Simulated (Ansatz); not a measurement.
Geometry optimisation, Ansatz, RKS PBE0-D4/6-31G*.

input.yaml

```yaml
crystal:
  periodic: [false, false, false]
  atoms:
    - { symbol: B, position_ang: [0.011153, 0.554978, -0.429746] }
    - { symbol: O, position_ang: [0.07183, 0.085754, 2.127296] }
    - { symbol: H, position_ang: [-0.765646, -0.396076, 2.174386] }
    - { symbol: C, position_ang: [1.391, 0.011281, -0.894783] }
    - { symbol: H, position_ang: [1.398708, -1.07169, -1.059329] }
    - { symbol: H, position_ang: [1.639192, 0.487311, -1.85663] }
    - { symbol: H, position_ang: [2.188143, 0.27995, -0.193875] }
    - { symbol: Cl, position_ang: [-1.491457, -0.28276, -0.853118] }
    - { symbol: H, position_ang: [-0.139927, 1.61894, 0.092617] }
    - { symbol: H, position_ang: [-0.196996, 0.993011, 1.852981] }
basis:
  gaussian: { orbitals: "6-31G*" }
hamiltonian:
  xc: pbe0
  dispersion: d4
relax:
  f_tol: 0.03
  max_steps: 50
```

Run as:

```bash
$ ansatz run input.yaml --threads 1 --pin off --max-ram 2048MiB --backend cpu --events-out ev --progress --plain --runs-dir out
```

Question: Where does it end, and by what steps?

Answer: The forces met the threshold. The force dipped under the threshold on the way, but the program's further checks kept it going. After 19 steps the energy has fallen by 0.485 eV; H3 moved furthest, 1.00 Å. Joined: B1–O2 (2.60 → 1.68 Å).

| step | energy less start (eV) | largest force component (eV/Å) | accepted |
| --- | --- | --- | --- |
| 0 | 0.0000 | 0.799 | yes |
| 1 | -0.0151 | 2.386 | yes |
| 2 | -0.0639 | 2.395 | yes |
| 3 | -0.2549 | 0.794 | yes |
| 4 | -0.3838 | 0.699 | yes |
| 5 | -0.4271 | 0.480 | yes |
| 6 | -0.4450 | 0.231 | yes |
| 7 | -0.4512 | 0.260 | yes |
| 8 | -0.4630 | 0.304 | yes |
| 9 | -0.4546 | 0.465 | no |
| 10 | -0.4740 | 0.131 | yes |
| 11 | -0.4801 | 0.052 | yes |
| 12 | -0.4744 | 0.672 | no |
| 13 | -0.4822 | 0.067 | yes |
| 14 | -0.4848 | 0.038 | yes |
| 15 | -0.4845 | 0.201 | no |
| 16 | -0.4839 | 0.146 | no |
| 17 | -0.4851 | 0.007 | yes |
| 18 | -0.4854 | 0.036 | yes |
| 19 | -0.4854 | 0.011 | yes |

```xyz
10
Properties=species:S:1:pos:R:3
B 0.060 0.701 -0.091
O 0.084 0.315 1.547
H 0.014 -0.655 1.601
C 1.324 -0.026 -0.704
H 1.300 -1.119 -0.593
H 1.368 0.173 -1.781
H 2.260 0.345 -0.269
Cl -1.580 -0.012 -0.619
H 0.023 1.901 -0.050
H -0.748 0.658 1.918
```

Whether the end is a true minimum wasn't checked by a vibrational analysis.

Run time: 45 s on 1 thread of Intel(R) Xeon(R) 6975P-C (Granite Rapids), on a shared host, peak memory 0.17 GiB.
